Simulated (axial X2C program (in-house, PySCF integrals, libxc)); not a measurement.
# Estimating the spin–orbit splitting of the π levels of IF

All values were computed with an in-house all-electron X2C program for linear molecules (integrals from PySCF). Spin-free means the one-electron spin-free X2C Hamiltonian; two-component (2c) means X2C with spin–orbit coupling and atomic mean-field two-electron Coulomb and Gaunt terms, so the difference of the two also holds small scalar two-electron terms. Basis: I dyall-cv3z [11s12p8d4f1g], F dyall-av3z [7s6p3d2f] (cores contracted in-house); Gaussian nuclei, density fitting, unrestricted open shells. Masses: I 126.904 u, F 18.998 u.

Hartree–Fock at 1.918 Å, closed shell. Valence p splittings ε(p3/2) − ε(p1/2) of spherical Dirac–Hartree–Fock atoms with fractionally filled p shells: I 5p 1.126 eV, F 2p 0.072 eV.

```json
{"filled π level (eV), spin-free": "-18.05", "F p share": "0.93", "I p share": "0.04"}
{"filled π level (eV), spin-free": "-10.99", "F p share": "0.06", "I p share": "0.90"}
```

Problem. In first order a p shell splits by 3ζ/2 and a π orbital by ζ. Estimate the splitting of each π level from the shares.

Solution. level -18.05 eV: (2/3) × (0.93 × 0.072 + 0.04 × 1.126) = 0.08 eV; level -10.99 eV: (2/3) × (0.06 × 0.072 + 0.90 × 1.126) = 0.68 eV.

The two-component Hartree–Fock calculation gives:

```json
{"ε(ω = 1/2) (eV)": "-18.033", "σ share of it": "0.04", "ε(ω = 3/2) (eV)": "-17.928", "splitting (eV)": "0.11", "estimate (eV)": "0.08"}
{"ε(ω = 1/2) (eV)": "-11.412", "σ share of it": "0.02", "ε(ω = 3/2) (eV)": "-10.601", "splitting (eV)": "0.81", "estimate (eV)": "0.68"}
```

The estimate leaves out the mixing of π1/2 with σ1/2 levels, which pushes the ω = 1/2 spinor up or down, the d and f parts of the orbital, small shares of the strongly split outer-core p shell of a metal, the Gaunt term (absent from the atomic values), and the change of the atomic p orbitals with charge; Löwdin shares depend on the basis.
